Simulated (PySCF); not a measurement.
# Computed spin Hamiltonian

Species: C6H7N2 (doublet state).
Cartesian coordinates in Å at the GFN2-xTB level; atoms count from 1:
```xyz
15
C6H7N2 angstrom
H      2.9880    0.0236   -0.9065
N      2.1243    0.1131   -1.4357
C      1.0636    0.0155   -0.7890
C      0.8221   -0.2263    0.7126
C     -0.7201   -0.1279    0.8298
C     -1.0627    1.2769    0.3683
N     -0.7865    1.4219   -0.8634
C     -0.3240    0.1566   -1.3023
C     -1.1190   -0.8548   -0.4701
H      1.3511    0.5096    1.3199
H      1.1675   -1.2252    0.9824
H     -1.1383   -0.4635    1.7761
H     -1.4312    2.0810    0.9822
H     -2.1865   -0.8168   -0.6796
H     -0.7529   -1.8757   -0.5465
```

The hyperfine couplings belong to this conformer and change with its torsions.

The species is `[H]/N=C1\C[C@H]2C=N[C]1C2` [radical].

Method: UKS B3LYP, pcH-1 on C H N, non-relativistic, mean-field spin-orbit, GIAO in PySCF 2.14.0. Isolated species at its GFN2-xTB geometry, gas phase. A GFN2-xTB geometry isn't a minimum of the functional, and hyperfine couplings can be far from their values at a DFT geometry. The SCF solution wasn't tested for stability.

```
g1, g2, g3                      : 2.00203, 2.00222, 2.00302
g_iso                           : 2.00242
Form of g                       : rhombic: the two nearest values differ by 19 % of g3 − g1
⟨S²⟩                            : 0.7532 (exact 0.7500)
α and β electrons               : 29, 28
HOMO–LUMO gap, α and β orbitals : 5.03, 4.72 eV
Total energy                    : -342.23806 Eh
```

Isotropic coupling and dipolar principal values T1 to T3, in MHz:

| atom | isotope | a_iso | T1 | T2 | T3 | Mulliken spin population |
| --- | --- | --- | --- | --- | --- | --- |
| H1 | 1H | -5.9 | -2.1 | -1.7 | 3.8 | 0.00 |
| N2 | 14N | -0.4 | -0.9 | 0.1 | 0.8 | 0.00 |
| C3 | 13C | 2.3 | -4.4 | -2.9 | 7.3 | -0.03 |
| C4 | 13C | 20.4 | -4.2 | -2.9 | 7.1 | 0.04 |
| C5 | 13C | 28.3 | -4.7 | -2.3 | 7.0 | 0.04 |
| C6 | 13C | 65.8 | -6.9 | -4.3 | 11.2 | 0.06 |
| N7 | 14N | 44.6 | -4.0 | -1.9 | 5.9 | 0.01 |
| C8 | 13C | 422.5 | -70.9 | -69.7 | 140.6 | 0.90 |
| C9 | 13C | 13.9 | -5.5 | -4.7 | 10.2 | -0.02 |
| H10 | 1H | -0.7 | -2.9 | -1.4 | 4.2 | 0.00 |
| H11 | 1H | 2.2 | -3.0 | -1.3 | 4.3 | 0.00 |
| H12 | 1H | 3.2 | -3.3 | -1.5 | 4.8 | 0.00 |
| H13 | 1H | -5.1 | -3.8 | -2.6 | 6.4 | 0.00 |
| H14 | 1H | 8.1 | -5.8 | -4.5 | 10.3 | 0.00 |
| H15 | 1H | 0.9 | -6.1 | -4.1 | 10.2 | 0.00 |

The largest Mulliken spin population is on C8 (+0.90). The angles at C8 add up to 314.5°, so it is pyramidal.

Axes: g1 points within 7° of the N7–C8 bond.

Under fast tumbling the dipolar parts average out, and these isotropic splittings remain (the largest six): 1 × 14N (N7, I = 1, 3 lines) with 1.59 mT, 1 × 1H (H14, I = 1/2, 2 lines) with 0.29 mT, 1 × 1H (H1, I = 1/2, 2 lines) with 0.21 mT, 1 × 1H (H13, I = 1/2, 2 lines) with 0.18 mT, 1 × 1H (H12, I = 1/2, 2 lines) with 0.11 mT and 1 × 1H (H11, I = 1/2, 2 lines) with 0.08 mT.

The 13C coupling of C8 (422.5 MHz) shows only in satellite lines or after enrichment, since that isotope makes up about 1.07 % of natural carbon.

Examples of negative spin density at the nucleus (bohr⁻³): H1 (-0.0013), N2 (-0.0012) and H13 (-0.0011).
